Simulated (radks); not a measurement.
Values are calculated unless marked as measured or tabulated.
Spherical quantum dot in the effective-mass picture: electrons in a hard-walled sphere of radius 12.9, with a point charge +1 (a donor) at the centre, all in effective atomic units (hartree* = m*/eps^2 hartree, bohr* = eps/m* bohr), one dielectric constant everywhere. Level of theory: non-relativistic Kohn-Sham, PBEsol, spin-polarised, spherical densities (a radial shooting solver with Libxc functionals). Levels are named by radial order and angular momentum (1s, 1p, 1d, 2s, ...), and open shells are averaged over m. Results are scaled to m* = 0.057 and eps = 4.5, for which hartree* = 76.6 meV and bohr* = 4.178 nm. Each electron was tried in the lowest free levels, single moves between levels near the top were tried too, and the lowest total energy was kept; such a search can miss a lower state. The series stops at N = 9: beyond it a trial failed or the search could not be trusted, so later rows were left out. At N = 1 the Hartree and exchange-correlation terms need not cancel, so that row can carry a self-interaction error.

N	open shells	2S	E (meV)	addition energy mu(N+1) - mu(N) (meV)	e(HOMO) (meV)	rms radius (nm)
1	1s(up 1, down 0)	1	-37.4332	35.53	-20.805	7.580
2	none	0	-39.3336	14.23	4.8920	13.72
3	2s(up 1, down 0)	1	-27.0048	6.639	15.076	24.80
4	1p(up 1, down 0) 2s(up 1, down 0)	2	-8.03686	6.714	22.298	29.09
5	1p(up 2, down 0) 2s(up 1, down 0)	3	17.6454	6.810	29.080	31.68
6	1p(up 3, down 0) 2s(up 1, down 0)	4	50.1377	8.397	35.908	33.48
7	1p(up 3, down 1) 2s(up 1, down 0)	3	91.0264	6.352	44.002	35.01
8	1p(up 3, down 2) 2s(up 1, down 0)	2	138.267	6.599	50.508	36.16
9	2s(up 1, down 0)	1	192.107	-	57.195	36.99

All shells are closed at N = 2 (there: 1s2); the second difference of the energy has clear peaks (12 % above both neighbours; the first and last values, which can be the largest, are not judged, and half-filled shells can peak too) at N = 6.
